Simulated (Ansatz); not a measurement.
Gas-phase electronic energies from Ansatz, PBE0-D4/def2-TZVP geometries. CCSD(T)/CBS adds triple-zeta CCSD(T) − MP2 to the extrapolated MP2 energy (def2 sets, frozen cores). This one scheme is used for every species. Functionals use def2-TZVPP. For Se outer-core shells are correlated without core-valence functions, which leaves a few kJ/mol of doubt a bond. Scalar relativity is left out up to krypton. Each species was taken in one conformer, which may not be the lowest.

Reaction (ligand exchange at the Al–Se bond): `[F][Al]([F])[SeH]` + CH₃SH → `C[S][Al]([F])[F]` + H₂Se

```json
{"level": "r2SCAN-D4", "ΔE (kJ/mol)": "11.5"}
{"level": "BHLYP-D4", "ΔE (kJ/mol)": "13.1"}
{"level": "ωB97M-V", "ΔE (kJ/mol)": "12.5"}
{"level": "r2SCANh", "ΔE (kJ/mol)": "12.8"}
{"level": "LC-ωPBE", "ΔE (kJ/mol)": "14.2"}
{"level": "MP2/def2-SVP", "ΔE (kJ/mol)": "11.9"}
{"level": "CCSD/def2-SVP", "ΔE (kJ/mol)": "11.2"}
{"level": "CCSD/def2-TZVPP", "ΔE (kJ/mol)": "14.8"}
```

(1) What does CCSD(T)/CBS give? (Estimate.)

Largest T1 diagnostic among the species: 0.012.

Answers

(1) Computed: +14.3 kJ/mol. The listed levels differ from it by -2.8, -1.2, -1.8, -1.5, -0.1, -2.4, -3.1, 0.5 kJ/mol.

Leaving LDA and LC-ωPBE aside and taking each functional with its dispersion term where it has one, the values, not all of them listed here, spread over 7.3 kJ/mol, from B97M-V to PBE-QIDH. At CCSD(T), def2-SVP lies −4.0 kJ/mol from the extrapolated value and def2-TZVPP −0.7 kJ/mol.
